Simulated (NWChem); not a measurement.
# A calculation on HF2Ga

```xyz
4

Ga     0.0000     0.0000    -0.3177
H      0.0000     0.0000    -1.8593
F      1.4476     0.0000     0.6505
F     -1.4476     0.0000     0.6505
```
Charge 0, spin multiplicity 1.

The numbers come from NWChem runs, not from measurements. All single points use one geometry, from PBE0/def2-SVP, a minimum by its harmonic frequencies.

Symmetry labels belong to the abelian group C2v used in the runs, with the axes of the coordinates shown.

The Hamiltonian is non-relativistic. B3LYP has NWChem's definition, with VWN1-RPA local correlation. The structure started from a generated list of species.

Question: List the lowest 3 singlet excitations that TD-B3LYP/def2-SVPD, VWN1-RPA local correlation gives, with oscillator strengths.

Answer: 
```csv
state,symmetry,energy (eV),wavelength (nm),f
1,b2,7.30,170,0.035
2,a2,7.70,161,0.000
3,b1,7.95,156,0.007
```
